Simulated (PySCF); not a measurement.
Species: C4H5ClOSi.
Numbering: `[Cl:1][Si@H:2]1[CH:3]=[CH:4][CH:5]=[CH:6][O:7]1` (hydrogens: H8 on Si2; H9 on C3; H10 on C4; H11 on C5; H12 on C6)

Geometry (PBE0-D3(BJ)/def2-SVP, Å), atoms numbered from 1 in this order:
```xyz
12
C4H5ClOSi angstrom
Cl     5.079   -0.141   -2.323
Si     3.781   -0.026   -0.713
C      2.693    1.443   -0.778
C      1.383    1.252   -1.089
C      0.756   -0.030   -1.318
C      1.410   -1.205   -1.170
O      2.691   -1.318   -0.814
H      4.619   -0.249    0.487
H      3.055    2.463   -0.620
H      0.727    2.127   -1.168
H     -0.299   -0.065   -1.595
H      0.916   -2.172   -1.314
```

Jobs on this species (12 atoms, 68 electrons) with PySCF (density fitting). Hardware of each: an Arm Neoverse V1 with one thread, no GPU, shared host. Times come from a shared host and carry two figures at best. Peak memory is the resident size of the whole Python process, interpreter and libraries included.

Question: Rank these jobs by wall time, shortest first.
A. PBE0-D3(BJ)/def2-SVP, grid level 1; geometry optimisation from a GFN2-xTB start shaken at random; 131 basis functions
B. PBE0/6-31G; shieldings, ring-centre shieldings, charges and field gradients; 81 basis functions
C. mPW1PW91/pcSseg-1; shieldings, ring-centre shieldings; 158 basis functions

Answer: B (9.3 s), C (17 s), A (78 s).

All jobs:

```json
{"level and settings": "PBE0/6-31G", "work": "shieldings, ring-centre shieldings, charges and field gradients", "basis functions": "81", "SCF cycles": "14", "wall time": "9.3 s", "peak memory": "0.51 GiB"}
{"level and settings": "BHandHLYP/pcSseg-1", "work": "shieldings, ring-centre shieldings", "basis functions": "158", "SCF cycles": "13", "wall time": "16 s", "peak memory": "0.87 GiB"}
{"level and settings": "mPW1PW91/pcSseg-1", "work": "shieldings, ring-centre shieldings", "basis functions": "158", "SCF cycles": "14", "wall time": "17 s", "peak memory": "0.88 GiB"}
{"level and settings": "PBE0/def2-SVP", "work": "shieldings, ring-centre shieldings, charges and field gradients", "basis functions": "131", "SCF cycles": "14", "wall time": "19 s", "peak memory": "0.68 GiB"}
{"level and settings": "BP86/pcSseg-1", "work": "shieldings, ring-centre shieldings", "basis functions": "158", "SCF cycles": "17", "wall time": "25 s", "peak memory": "0.80 GiB"}
{"level and settings": "KT3/pcSseg-1", "work": "shieldings, ring-centre shieldings", "basis functions": "158", "SCF cycles": "18", "wall time": "27 s", "peak memory": "0.80 GiB"}
{"level and settings": "PBE0/def2-TZVP", "work": "shieldings, ring-centre shieldings, charges and field gradients", "basis functions": "259", "SCF cycles": "14", "wall time": "53 s", "peak memory": "1.1 GiB"}
{"level and settings": "PBE0-D3(BJ)/def2-SVP, grid level 1", "work": "geometry optimisation from a GFN2-xTB start shaken at random", "basis functions": "131", "SCF cycles": "69", "wall time": "78 s", "peak memory": "0.52 GiB"}
{"level and settings": "PBE0/IGLO-III", "work": "shieldings, ring-centre shieldings, charges and field gradients", "basis functions": "313", "SCF cycles": "14", "wall time": "83 s", "peak memory": "1.2 GiB"}
```

What do all jobs in the table cost together?

About 5.5 min; the longest takes about 25 % of that, and about 8.9 times as long as the shortest.
